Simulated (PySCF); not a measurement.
# `C=CC(C=C)=N/N=C/CC`: 4 charge schemes on one density

Compound: C₈H₁₂N₂.
Structure used (GFN2-xTB), in Å, numbered top down from 1:
```
atom  x, y, z in Å
C1    -2.0633   -1.6643   -0.6201
C2    -2.5498   -0.4948   -0.2169
C3    -1.7902    0.5613    0.4472
C4    -2.5419    1.6528    1.0565
C5    -1.9960    2.6681    1.7169
N6    -0.5087    0.6183    0.5187
N7     0.4076   -0.2119    0.2453
C8     1.2576   -0.2847   -0.6872
C9     2.4078   -1.2317   -0.5895
C10    3.7388   -0.4808   -0.6419
H11   -2.6917   -2.3981   -1.0957
H12   -1.0337   -1.9419   -0.4723
H13   -3.5997   -0.2743   -0.3647
H14   -3.6161    1.5949    0.9408
H15   -0.9291    2.7376    1.8417
H16   -2.5938    3.4514    2.1493
H17    1.1912    0.3297   -1.5872
H18    2.3640   -1.9394   -1.4229
H19    2.3307   -1.7907    0.3438
H20    4.5704   -1.1790   -0.5880
H21    3.8137    0.2126    0.1925
H22    3.8219    0.0842   -1.5679
```

Density: PBE0/pcSseg-1 (PySCF); schemes: Mulliken, IAO, Hirshfeld and ESP-fitted. The structure is a single GFN2-xTB conformer in the gas phase; no vibrational or solvent corrections.

**Question.** Which atoms carry the lowest charge in the Mulliken, IAO, Hirshfeld and ESP-fitted schemes?

**Answer.** All schemes include C10: Mulliken C10 (-0.288); IAO C10 (-0.417); Hirshfeld C10 (-0.114); ESP-fitted C4 and C10 (-0.333).

**Question.** Which atoms carry the highest charge in the Mulliken, IAO, Hirshfeld and ESP-fitted schemes?

**Answer.** The schemes don't all agree: Mulliken C3 (+0.198); IAO H15 (+0.161); Hirshfeld H11 (+0.050); ESP-fitted C3 (+0.413).

**Question.** Give the atomic charges in each scheme.

**Answer.** In e:

```tsv
atom	environment	Mulliken	IAO	Hirshfeld	ESP-fitted
C1	terminal =CH2 carbon	-0.111	-0.300	-0.096	-0.283
C2	alkene CH carbon	-0.204	-0.170	-0.057	-0.274
C3	C=N carbon	+0.198	+0.089	+0.049	+0.413
C4	alkene CH carbon	-0.257	-0.155	-0.059	-0.333
C5	terminal =CH2 carbon	-0.073	-0.295	-0.095	-0.325
N6	C=N nitrogen	-0.270	-0.122	-0.055	-0.162
N7	C=N nitrogen	-0.208	-0.097	-0.047	-0.201
C8	C=N carbon	+0.058	-0.032	+0.028	+0.018
C9	chain CH2 carbon	-0.239	-0.264	-0.070	+0.172
C10	methyl carbon	-0.288	-0.417	-0.114	-0.333
H11	vinylic hydrogen	+0.119	+0.156	+0.050	+0.161
H12	vinylic hydrogen	+0.147	+0.158	+0.033	+0.127
H13	vinylic hydrogen	+0.101	+0.148	+0.047	+0.155
H14	vinylic hydrogen	+0.094	+0.144	+0.045	+0.181
H15	vinylic hydrogen	+0.122	+0.161	+0.040	+0.148
H16	vinylic hydrogen	+0.116	+0.154	+0.048	+0.174
H17	hydrogen on a C=N carbon	+0.086	+0.121	+0.043	+0.103
H18	methylene hydrogen	+0.130	+0.141	+0.043	-0.003
H19	methylene hydrogen	+0.128	+0.152	+0.042	+0.002
H20	methyl hydrogen	+0.120	+0.145	+0.044	+0.088
H21	methyl hydrogen	+0.122	+0.145	+0.041	+0.097
H22	methyl hydrogen	+0.111	+0.138	+0.040	+0.075
```

Mean size of the charges over all atoms: ESP-fitted 0.174 e, IAO 0.168 e, Mulliken 0.150 e, Hirshfeld 0.054 e. Each set sums to the total charge, 0, to within 0.001 e. The IAO scheme projects the occupied orbitals on a minimal set of polarised atomic orbitals and counts the electrons in each atom's part of it.

**Question.** How closely do the schemes follow one another over all atoms?

**Answer.** Correlation coefficient and root-mean-square difference: IAO with Hirshfeld 0.98, 0.131 e; Mulliken with Hirshfeld 0.91, 0.114 e; Mulliken with IAO 0.87, 0.091 e; Hirshfeld with ESP-fitted 0.82, 0.162 e; Mulliken with ESP-fitted 0.77, 0.133 e; IAO with ESP-fitted 0.76, 0.138 e.

**Question.** How many electrons does the Hirshfeld scheme count on C2?

**Answer.** Z − q = 6 − (-0.057) = 6.057.
